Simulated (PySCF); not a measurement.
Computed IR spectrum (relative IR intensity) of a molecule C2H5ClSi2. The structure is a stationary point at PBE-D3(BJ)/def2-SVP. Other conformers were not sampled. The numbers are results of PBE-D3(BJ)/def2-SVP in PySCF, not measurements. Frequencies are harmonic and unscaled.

Lines under 2 % of the strongest are left out, and lines within 2 cm⁻¹ are merged.

ν (cm⁻¹): 337 (w), 410 (w), 521 (w), 611 (w), 639 (m), 645 (w), 703 (w), 761 (m), 845 (m), 867 (m), 911 (vs), 924 (m), 1129 (m), 1508 (m), 2150 (s), 2158 (s), 2171 (s) (against the strongest line: vs over 80 %, s over 45 %, m over 15 %, w over 4 %, vw less)

**Question.** Identify the compound among the candidates.
A) Cl[Si@H]1C=C[SiH2]1
B) C#C[SiH2][SiH2]Cl
C) C#C[Si@@H]([SiH3])Cl
D) ClC1=C[SiH2][SiH2]1

**Answer.** D, ClC1=C[SiH2][SiH2]1
